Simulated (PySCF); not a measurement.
Compound: C2H10Ge2.
Atom-mapped SMILES: `[CH3:1][GeH:2]([CH3:3])[GeH3:4]` (hydrogens: H5, H6, H7 on C1; H8 on Ge2; H9, H10, H11 on C3; H12, H13, H14 on Ge4)

Method used: PySCF 2.14.0, PBE0-D3(BJ)/def2-SVP geometry optimisation, gas phase.

**Question.** Give the optimised bond lengths and angles.

**Answer.** 
```
                     bond  length (pm)
           C1–Ge2, Ge2–C3        195.9
                  Ge2–Ge4        243.2
   C1–H5 and 5 like bonds        110.0
                   Ge2–H8        154.7
Ge4–H12, Ge4–H13, Ge4–H14        154.3
```

Bonds in one row agree within 1 pm and their mean is given. A selection of angles:
```
      angle  degrees
  Ge2–C1–H5    111.0
  Ge2–C1–H6    110.2
   H5–C1–H6    108.5
   H6–C1–H7    108.5
  C1–Ge2–C3    109.8
 C1–Ge2–Ge4    109.8
  C1–Ge2–H8    109.2
 Ge4–Ge2–H8    109.1
Ge2–Ge4–H12    112.2
Ge2–Ge4–H13    110.3
H12–Ge4–H13    107.6
```

Ge2 (germanium bonded to 2 C, Ge and H) is tetrahedral (angles from 109.1° to 109.8°). Ge4 (germanium bonded to Ge and 3 H) is tetrahedral (angles from 107.6° to 112.2°).

No PBE0-D3(BJ)/def2-SVP frequencies stand behind this structure, so it isn't proved a minimum.
